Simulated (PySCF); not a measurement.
Computed with B3LYP-D3(BJ)/def2-TZVP // BP86-D3(BJ)/def2-SVP (PySCF). Isolated molecules, 0 K electronic values unless said otherwise. One relaxed conformer stands for a flexible species; it need not be the lowest. B3LYP has the VWN-RPA correlation part, as in Gaussian. 

Reference species: [Mo(F)4(NH2)2] (neutral, multiplicity 1).

```
Quantity                                                        Result
------------------------------------------------------------  --------
mean distance from the central atom to its bonded neighbours   1.902 Å
HOMO                                                          -8.66 eV
LUMO                                                          -4.47 eV
```

Changed species: [Mo(F)5(NH2)] (1 of 6 F replaced by NH2; the reference has 2 of 6 F replaced by NH2).

Question: Predict the effect on the mean distance from the central atom to its bonded neighbours, HOMO and LUMO.

Answer: the mean distance from the central atom to its bonded neighbours falls by 0.028 Å, to 1.874 Å; the HOMO drops by 0.69 eV, to -9.35 eV; the LUMO falls by 0.94 eV, to -5.41 eV.
